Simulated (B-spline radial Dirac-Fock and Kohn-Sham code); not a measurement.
These are calculated numbers from a radial B-spline solver; the model is configuration-average Dirac-Fock orbitals.

**Question.** This computed X-ray form factor belongs to an atom or ion in its tabulated ground configuration. Which?

```tsv
sin θ/λ (Å⁻¹)	f₀
0.2	64.581
0.3	57.937
0.4	51.483
0.45	48.546
0.5	45.831
0.7	36.890
1.6	17.286
1.8	15.676
3.5	7.477
```

**Answer.** Ir⁵⁺, with 72 electrons in [Xe] 4f14 5d4. f₀ tends to the number of electrons as s goes to zero, which the first rows give only roughly, and the rate of fall reflects the nuclear charge, 77.

**Question.** This computed X-ray form factor belongs to an atom or ion in its tabulated ground configuration. Which?

```
sin θ/λ (Å⁻¹)      f₀
         0.05  12.959
          0.1  12.840
         0.35  11.308
          0.6   9.220
            1   6.728
          1.8   3.690
            3   1.638
          3.5   1.370
            5   1.002
```

**Answer.** Fe¹³⁺, with 13 electrons in [Ne] 3s2 3p1. f₀ tends to the number of electrons as s goes to zero, which the first rows give only roughly, and the rate of fall reflects the nuclear charge, 26.

**Question.** This computed X-ray form factor belongs to an atom or ion in its tabulated ground configuration. Which?

```tsv
sin θ/λ (Å⁻¹)	f₀
0.25	41.542
0.4	34.861
1	18.538
1.2	16.252
1.6	12.635
1.8	10.998
2	9.534
3	5.558
6	2.409
```

**Answer.** La⁹⁺, with 48 electrons in [Kr] 4d10 5s2. f₀ tends to the number of electrons as s goes to zero, which the first rows give only roughly, and the rate of fall reflects the nuclear charge, 57.

**Question.** This computed X-ray form factor belongs to an atom or ion in its tabulated ground configuration. Which?

```tsv
sin θ/λ (Å⁻¹)	f₀
0.1	11.668
0.25	10.281
0.35	9.195
0.4	8.684
0.6	6.971
0.8	5.582
1	4.374
1.2	3.391
2.5	1.300
```

**Answer.** Ar⁶⁺, with 12 electrons in [Ne] 3s2. f₀ tends to the number of electrons as s goes to zero, which the first rows give only roughly, and the rate of fall reflects the nuclear charge, 18.

**Question.** This computed X-ray form factor belongs to an atom or ion in its tabulated ground configuration. Which?

```tsv
sin θ/λ (Å⁻¹)	f₀
0.1	49.611
0.12	49.441
0.14	49.242
0.17	48.889
0.21	48.320
0.51	41.278
1.07	25.500
3.22	8.550
4.64	5.214
```

**Answer.** Ir²⁷⁺, with 50 electrons in [Kr] 4d10 4f4. f₀ tends to the number of electrons as s goes to zero, which the first rows give only roughly, and the rate of fall reflects the nuclear charge, 77.
